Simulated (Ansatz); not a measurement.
`BB(C)BCl`, 11 atoms. Charge 0, multiplicity 1. All runs use 4 threads of a server CPU on a shared host. Correlated methods freeze the cores.

(1) Give the basis size and wall time and peak host memory of each of these runs in Ansatz. RKS PBE-D4/def2-TZVPP energy and forces; RKS ωB97X-V/def2-TZVPP energy; RKS ωB97M-V/def2-QZVPP energy; RKS B97M-V/def2-TZVPP energy; RKS PBE0-D4/def2-SVP energy; RKS PBE0-D4/def2-QZVPP energy; RHF-CCSD(T)/def2-TZVPP energy; RHF-MP2/def2-QZVPP energy; RHF-CCSD(T)/def2-SVP energy; RKS PBE0-D4/def2-TZVP relaxation (13 steps); direct RPA on PBE orbitals/def2-TZVPP energy; RKS ωB97M-V/def2-SVP energy. (An estimate is asked.)

Results:

(1) Ansatz gave: Other jobs shared the machine, so times are rough.

| level | job | functions | wall time | peak host memory (GiB) |
| --- | --- | --- | --- | --- |
| RKS PBE0-D4/def2-SVP | energy | 104 | 1 s | 0.21 |
| RKS PBE-D4/def2-TZVPP | energy and forces | 250 | 2.6 s | 0.31 |
| RKS ωB97M-V/def2-SVP | energy | 104 | 4.1 s | 0.3 |
| RHF-CCSD(T)/def2-SVP | energy | 104 | 4.2 s | 0.45 |
| direct RPA on PBE orbitals/def2-TZVPP | energy | 250 | 5.5 s | 0.59 |
| RKS ωB97X-V/def2-TZVPP | energy | 250 | 7.5 s | 0.71 |
| RKS PBE0-D4/def2-QZVPP | energy | 478 | 8 s | 1.6 |
| RKS B97M-V/def2-TZVPP | energy | 250 | 9.5 s | 0.39 |
| RKS ωB97M-V/def2-QZVPP | energy | 478 | 19 s | 1.9 |
| RHF-MP2/def2-QZVPP | energy | 478 | 22 s | 2.9 |
| RKS PBE0-D4/def2-TZVP | relaxation (13 steps) | 197 | 43 s | 0.47 |
| RHF-CCSD(T)/def2-TZVPP | energy | 250 | 110 s | 5.3 |
